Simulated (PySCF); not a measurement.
Cr (chromium, neutral): UHF calculation

Configuration: [Ar] 3d4 4s1 4p1, one real determinant (an excited configuration). All numbers are calculated (PySCF 2.14, no relativity, point nucleus, in aug-cc-pVDZ (7s6p4d2f, 59 functions)).

| Item | Value |
| --- | --- |
| Total energy | -1043.279323 hartree |
| One-electron energy | -1434.1616 hartree |
| Hartree (Coulomb) energy | 438.4639 hartree |
| Exchange energy | -47.5816 hartree |
| Kinetic energy | 1043.14698 hartree |
| ⟨S²⟩ | 12.0014 |
| ⟨L²⟩ | 7.949 |
| Sum of ⟨r⟩ | 22.20 bohr |
| Sum of ⟨r²⟩ | 49.30 bohr² |
| Traceless quadrupole moment −½Σ⟨3z² − r²⟩ along its main axis | -9.40 e·bohr² |
| Density at the nucleus (Gaussians lack the cusp) | 9260 bohr⁻³ |
| Spin density at the nucleus | 2.92 bohr⁻³ |
| Langevin diamagnetic susceptibility | -39.0 ×10⁻⁶ cm³/mol |

| shell | electrons | mean orbital energy (eV) | spread (eV) | rms radius, mean of both spins (bohr) |
| --- | --- | --- | --- | --- |
| 1s α | 1 | -6003.8 | 0 | 0.0743 |
| 1s β | 1 | -6003.7 | 0 | 0.0743 |
| 2s α | 1 | -721.87 | 0 | 0.319 |
| 2s β | 1 | -719.18 | 0 | 0.319 |
| 2p α | 3 | -611.03 | 0.127 | 0.288 |
| 2p β | 3 | -608.39 | 0.735 | 0.288 |
| 3s α | 1 | -100.40 | 0 | 0.972 |
| 3s β | 1 | -91.833 | 0 | 0.972 |
| 3p α | 3 | -67.274 | 1.382 | 1.05 |
| 3p β | 3 | -57.031 | 1.649 | 1.05 |
| 3d α | 4 | -16.598 | 1.060 | 1.39 |
| 4s α | 1 | -9.160 | 0 | 3.49 |
| 4p α | 1 | -5.079 | 0 | 4.49 |

⟨L²⟩ = 7.95 against 12 for a pure F term, so this real determinant mixes terms.

Spin-orbit constants ζ (cm⁻¹) from the X2C one-electron operator on these orbitals (non-relativistic here): bare nucleus, nucleus screened by l(l+1)(2l+1)/3 electrons, and screened by the Breit-Pauli mean field of the electrons.

```json
{"shell": "2p", "bare": "47770", "screened nucleus": "43790", "mean field": "41940"}
{"shell": "3p", "bare": "5452", "screened nucleus": "4997", "mean field": "4749"}
{"shell": "3d", "bare": "472.8", "screened nucleus": "275.8", "mean field": "244.2"}
{"shell": "4p", "bare": "250.7", "screened nucleus": "229.8", "mean field": "216.8"}
```

To first order the Landé constant is A = 39.18 cm⁻¹, so the lowest level has J = 0 and lies 0.0583 eV below the centre of the term. This holds in LS coupling only.
